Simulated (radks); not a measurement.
Successive ionisation energies (eV) of one element, from differences of total energies of ions in their ground configurations, starting at charge 22: 721.68, 771.71, 812.08, 852.90, 894.14, 935.72, 1095.3, 1136.3, 1176.7, 1231.2, 1273.5, 1315.1, 1421.9, 1468.9, 2634.2, 2736.3, 2839.4, 2943.4, 3048.2, 3186.4, 3296.3, 3407.1. All-electron calculation, non-relativistic Kohn-Sham, TPSS, spin-polarised, spherical densities, point nucleus; open shells are filled with parallel spins first (spin-orbit coupling, left out, can overturn this in heavy ions); meta-GGA in the generalised Kohn-Sham scheme; relativity is left out, which matters for an element this heavy. Program: a radial shooting solver on a logarithmic mesh with Libxc functionals. Which element is it?

Answer. Gadolinium (Z = 64). The first species listed is Gd22+ in [Kr] 4d6, the last Gd43+ in [Ar] 3d3.
